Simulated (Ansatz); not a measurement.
This geometry of CH6AlBrGeS (11 atoms, charge 0, multiplicity 1) is a first-order saddle point.

Theory: Ansatz, RHF/def2-SVP.

```xyz
11
Properties=species:S:1:pos:R:3
C -1.930 -0.619 1.129
S -0.152 -0.965 1.363
Ge 0.949 0.666 0.261
Al 2.108 -0.197 -1.794
Br -0.622 2.190 -0.650
H -2.202 -0.632 0.077
H -2.208 0.333 1.571
H -2.452 -1.422 1.645
H 1.712 1.501 1.294
H 3.582 0.242 -2.144
H 1.279 -1.153 -2.732
```

(1) Which two structures does it join? (They come from a converged band through this point; their orientation in space is the band's.)

(2) How far does it lie above each of them?

Answers

(1) No bond is made or broken. The dihedral C1–S2–Ge3–Br5 goes from 64 to -66°.

Initial state:

```xyz
11
Properties=species:S:1:pos:R:3
C -1.550 -1.184 0.665
S -0.231 -0.724 1.842
Ge 0.930 0.796 0.709
Al 1.517 0.380 -1.693
Br -0.458 2.702 0.306
H -1.145 -1.638 -0.237
H -2.156 -0.318 0.408
H -2.175 -1.912 1.176
H 1.985 1.276 1.707
H 2.795 1.077 -2.296
H 0.554 -0.512 -2.567
```

Final state:

```xyz
11
Properties=species:S:1:pos:R:3
C -1.490 -0.334 1.956
S -0.668 -1.210 0.579
Ge 0.602 0.375 -0.320
Al 1.806 -0.376 -2.388
Br -0.802 2.057 -1.259
H -2.098 0.485 1.580
H -0.762 0.038 2.674
H -2.135 -1.061 2.446
H 1.311 1.125 0.813
H 3.097 0.410 -2.837
H 1.205 -1.567 -3.225
```

(2) 3.1 kcal/mol above the first and 3.6 kcal/mol above the second. This is the barrier of this one path; another mechanism may lie lower.

Time of the run: 6.4 min on 2 threads of Intel(R) Xeon(R) Platinum 8488C (Sapphire Rapids), with other jobs on the host, peak memory 0.47 GiB.
